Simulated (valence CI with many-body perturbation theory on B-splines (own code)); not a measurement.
Re60+: one-electron terms

Computed by configuration interaction combined with many-body perturbation theory (CI+MBPT): five valence electrons over a frozen Dirac-Fock core [Ne], radial functions for each j: 9 s, 9 p, 8 d, 6 f, 3 g, 1 h, with the one-electron correlation potential Σ1 (screened to all orders), the two-electron term Σ2, the three-electron term Σ3, Breit, model QED; selected single and double excitations, second order for the rest (own B-spline code, finite nucleus).

No measured spectrum was set against this ion. As an estimate, large intervals hold to a few tenths of a per cent, small ones and those within an open d or f shell to about a per cent. Among the levels kept, up to 600 cm⁻¹ of a level comes from second order outside the variational space, and about a tenth of that is noise between levels of different J, which matters for small intervals.

These are the spectroscopic orbitals of the CI (the correlating ones are not listed), shaped by the core and the other valence electrons. h is the expectation value of the core's Dirac-Fock operator, without the valence repulsion; Σ1 is computed up to l = 3 at one energy for each symmetry, that of its lowest orbital but kept below the first core excitation, so for empty shells it is not the orbital's own correlation shift; Breit and QED include the response of the core.

| Orbital | h (hartree) | Σ1 (cm⁻¹) | Breit (cm⁻¹) | QED (cm⁻¹) | ⟨r⟩ (bohr) |
| --- | --- | --- | --- | --- | --- |
| 3s1/2 | -271.04 | -7383 | 49265 | 41683 | 0.1823 |
| 4s1/2 | -147.26 | -2475 | 18948 | 16596 | 0.3392 |
| 5s1/2 | -92.229 | -1133 | 8996 | 8092 | 0.5465 |
| 6s1/2 | -63.12 | -619 | 5022 | 4550 | 0.8023 |
| 3p1/2 | -265 | -9676 | 82724 | 2879 | 0.1713 |
| 4p1/2 | -144.74 | -3186 | 31947 | 1165 | 0.3307 |
| 5p1/2 | -90.966 | -1465 | 15338 | 578 | 0.5400 |
| 6p1/2 | -62.399 | -802 | 8601 | 328 | 0.7979 |
| 3p3/2 | -250.21 | -8058 | 44617 | 6239 | 0.1829 |
| 4p3/2 | -138.68 | -2782 | 17391 | 2520 | 0.3463 |
| 5p3/2 | -87.926 | -1305 | 9353 | 1254 | 0.5595 |
| 6p3/2 | -60.663 | -722 | 5283 | 714 | 0.8213 |
| 3d3/2 | -243.13 | -10179 | 37675 | -1061 | 0.1563 |
| 4d3/2 | -135.96 | -2870 | 13607 | -321 | 0.3230 |
| 5d3/2 | -86.586 | -1281 | 6463 | -141 | 0.5388 |
| 3d5/2 | -239.72 | -8824 | 18052 | 738 | 0.1599 |
| 4d5/2 | -134.49 | -2476 | 6424 | 402 | 0.3274 |
| 5d5/2 | -85.834 | -1107 | 3146 | 221 | 0.5442 |
| 4f5/2 | -133.03 | -2412 | 1356 | -220 | 0.2854 |
| 5f5/2 | -85.099 | -1174 | 925 | -115 | 0.5041 |
| 4f7/2 | -132.39 | -2265 | 413 | 114 | 0.2876 |
| 5f7/2 | -84.772 | -1096 | 279 | 55.2 | 0.5066 |
| 5g7/2 | -84.6 |  | 29.9 | -54.2 | 0.4460 |
| 5g9/2 | -84.411 |  | 6.4 | 41.2 | 0.4475 |

Among the shells of the start configuration 3s2 3p3, Σ1 is largest in size for 3p1/2, where it is 0.017 % of h.

Lowest root of each symmetry, sizes in configuration state functions:

```
  J  Parity  Roots  Reference  Variational  Second order  Change by selected CI (cm⁻¹)  Change by second order (cm⁻¹)
1/2    even      6         44        40000        193004                        -19067                            -17
3/2    even      9         71        39996        365721                        -24258                           -100
5/2    even      8         74        39995        440943                        -24915                           -163
7/2    even      4         54        39997        374852                        -24755                           -136
9/2    even      2         34        38533        331394                        -25062                            -35
1/2     odd      7         67        39995        256105                        -19229                            -39
3/2     odd     10        110        39997        513016                        -18576                            -95
5/2     odd      9        114        39999        639594                        -18391                           -378
7/2     odd      6         93        39996        746180                        -20686                           -435
9/2     odd      3         57        40000        543278                        -19996                           -142
```
